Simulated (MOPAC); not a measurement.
MOPAC input (PM7):

```
PM7 FORCE THERMO(298,298) PRECISE LET CHARGE=-1 GEO-OK AUX(PRECISION=9) THREADS=1
H3B2

B    -0.20727815 1   -0.00633149 1    0.71135651 1
B     0.17964243 1    0.00547287 1   -0.61651350 1
H    -0.52996335 1   -0.01619337 1    1.81877928 1
H     0.31308613 1    1.03102115 1   -1.17302800 1
H     0.37090136 1   -1.01007442 1   -1.17435282 1
```

Output:

```
 *******************************************************************************
 **                                                                           **
 **                              MOPAC v23.2.5                                **
 **                                                                           **
 *******************************************************************************
 ** MOPAC's Digital Object Identifier: https://doi.org/10.5281/zenodo.6511958 **
 **                                                                           **
 ** Please cite the open-source release paper for use of this MOPAC version:  **
 ** J. E. Moussa and J. J. P. Stewart (2026)                                  **
 ** MOPAC: An open-source semiempirical molecular orbital program             **
 ** J. Open Source Softw., 11(119), 8025, https://doi.org/10.21105/joss.08025 **
 *******************************************************************************

                              PM7 CALCULATION RESULTS

 *******************************************************************************
 *  PM7        - The PM7 Hamiltonian to be used
 *  GEO-OK     - OVERRIDE INTERATOMIC DISTANCE AND OTHER SAFETY CHECKS
 *
 *
 *
 *                 CHARGE ON SYSTEM = -1
 *
 *
 *
 *  LET        - OVERRIDE SOME SAFETY CHECKS
 *  PRECISE    - TIGHTER CRITERIA TO BE USED
 *  FORCE      - FORCE CALCULATION SPECIFIED
 *  AUX        - OUTPUT AUXILIARY INFORMATION
 *  THERMO     - THERMODYNAMIC QUANTITIES TO BE CALCULATED
 *******************************************************************************
PM7 FORCE THERMO(298,298) PRECISE LET CHARGE=-1 GEO-OK AUX(PRECISION=9) THREADS=1
 H3B2

   ATOM   CHEMICAL          X               Y               Z
  NUMBER   SYMBOL      (ANGSTROMS)     (ANGSTROMS)     (ANGSTROMS)

     1       B         -0.20727815  *  -0.00633149  *   0.71135651  *
     2       B          0.17964243  *   0.00547287  *  -0.61651350  *
     3       H         -0.52996335  *  -0.01619337  *   1.81877928  *
     4       H          0.31308613  *   1.03102115  *  -1.17302800  *
     5       H          0.37090136  *  -1.01007442  *  -1.17435282  *

          CARTESIAN COORDINATES

    NO.       ATOM           X           Y           Z

     1         B         -0.2073     -0.0063      0.7114
     2         B          0.1796      0.0055     -0.6165
     3         H         -0.5300     -0.0162      1.8188
     4         H          0.3131      1.0310     -1.1730
     5         H          0.3709     -1.0101     -1.1744

 General Reference for PM7:
 "Optimization of Parameters for Semiempirical Methods VI: More Modifications to the
 NDDO Approximations and Re-optimization of Parameters", J. J. P. Stewart, J. Mol. Mod., 1:32, 19 (2013)
 https://link.springer.com/article/10.1007/s00894-012-1667-x

           Empirical Formula: H3 B2  =     5 atoms

[...]
 TRANSITION DIPOLE   0.4277         B 2 -- H 5         +21.8% ( 39.2%)      0.0%
 TRAVEL (Ang.)       0.5134         B 2 -- H 4         +21.8% ( 39.2%)      0.0%
 REDUCED MASS        0.3608         B 1 -- B 2          +2.1% ( 12.2%)      0.0%
 EFFECTIVE MASS      1.6392
 FORCE CONSTANT      0.1069

 VIBRATION          5    1A1         ATOM PAIR     ENERGY CONTRIBUTION    RADIAL
 FREQUENCY           781.66         B 2 -- H 5         +40.0% ( 50.9%)      0.2%
 TRANSITION DIPOLE   0.2933         B 2 -- H 4         +40.0% ( 50.9%)      0.2%
 TRAVEL (Ang.)       0.4288         B 1 -- B 2         +12.2% ( 28.1%)    100.0%
 REDUCED MASS        0.4691         B 1 -- H 3          +7.8% ( 22.4%)    100.0%
 EFFECTIVE MASS      1.7169
 FORCE CONSTANT      0.1689

 VIBRATION          6    2A1         ATOM PAIR     ENERGY CONTRIBUTION    RADIAL
 FREQUENCY          1018.94         B 1 -- B 2         +58.2% (114.2%)    100.0%
 TRANSITION DIPOLE   2.4676         B 2 -- H 4         +15.7% ( 59.4%)     11.6%
 TRAVEL (Ang.)       0.1195         B 2 -- H 5         +15.7% ( 59.4%)     11.6%
 REDUCED MASS        4.6346         B 1 -- H 3         +10.3% ( 48.0%)    100.0%
 EFFECTIVE MASS     12.0292
 FORCE CONSTANT      2.8351

 VIBRATION          7    3A1         ATOM PAIR     ENERGY CONTRIBUTION    RADIAL
 FREQUENCY          2614.29         B 2 -- H 4         +49.7% ( 70.5%)     95.2%
 TRANSITION DIPOLE   0.1344         B 2 -- H 5         +49.7% ( 70.5%)     95.2%
 TRAVEL (Ang.)       0.2314         B 1 -- B 2          +0.5% (  7.1%)    100.0%
 REDUCED MASS        0.4816
 EFFECTIVE MASS      1.2273
 FORCE CONSTANT      1.9391

 VIBRATION          8    3B2         ATOM PAIR     ENERGY CONTRIBUTION    RADIAL
 FREQUENCY          2690.73         B 2 -- H 4         +49.3% ( 71.6%)     97.5%
 TRANSITION DIPOLE   0.4819         B 2 -- H 5         +49.3% ( 71.6%)     97.5%
 TRAVEL (Ang.)       0.2153         B 1 -- B 2          +1.3% ( 11.8%)      0.0%
 REDUCED MASS        0.5407
 EFFECTIVE MASS      1.6169
 FORCE CONSTANT      2.3065

 VIBRATION          9    4A1         ATOM PAIR     ENERGY CONTRIBUTION    RADIAL
 FREQUENCY          2723.86         B 1 -- H 3         +98.5% (100.0%)    100.0%
 TRANSITION DIPOLE   0.1333         B 1 -- B 2          +1.5% ( 12.5%)    100.0%
 TRAVEL (Ang.)       0.1638
 REDUCED MASS        0.9224
 EFFECTIVE MASS      1.5243
 FORCE CONSTANT      4.0321

      SYMMETRY NUMBER FOR POINT-GROUP C2v =  2

          SYSTEM IS A GROUND STATE

 H3B2

          MOLECULE IS NOT LINEAR

          THERE ARE  9 GENUINE VIBRATIONS IN THIS SYSTEM
          THIS THERMODYNAMICS CALCULATION IS LIMITED TO
          MOLECULES WHICH HAVE NO INTERNAL ROTATIONS

                    CALCULATED THERMODYNAMIC PROPERTIES
                                          *
   TEMP. (K)   PARTITION FUNCTION   H.O.F.    ENTHALPY  HEAT CAPACITY ENTROPY
                                   KCAL/MOL   CAL/MOLE    CAL/K/MOL  CAL/K/MOL

 298.00  VIB.     0.2655D+01                   823.9661     6.1362     4.7055
         ROT.     0.9976D+03                   888.2803     2.9808    16.7032
         INT.     0.2649D+04                  1712.2464     9.1170    21.4087
         TRA.     0.1183D+27                  1480.4672     4.9680    35.5407
         TOT.                       18.261    3192.7136    14.0850    56.9494

   *: NOTE: HEATS OF FORMATION ARE RELATIVE TO THE
            ELEMENTS IN THEIR STANDARD STATE AT 298K
              (=  Standard Enthalpy of Formation).

            Hvib:  Zero-point energy is not included.
                   frequencies of less than zero cm-1 are not included.
            Hrot = (3/2)RT
            Htra = (3/2)RT + pV = (5/2)RT

            Heat capacity is Cp, not Cv

          For more information, see: HTTP://OpenMOPAC.net/Manual/thermochemistry.html

           FORCE CONSTANT IN CARTESIAN COORDINATES (Millidynes/A)

    ATOM   CHEMICAL       X               Y               Z
   NUMBER   SYMBOL  FORCE CONSTANT  FORCE CONSTANT  FORCE CONSTANT

      1       B        7.408114        0.340564        0.594027
      2       B        5.251998        5.501254        0.719891
      3       H        4.019833        0.078815        0.197564
      4       H        1.099482        2.926863        0.100110
      5       H        1.099512        2.926832        0.100110

 **********************
 *                    *
 * JOB ENDED NORMALLY *
 *                    *
 **********************

 == MOPAC DONE ==
```

The dipole moment of an ion depends on the origin.
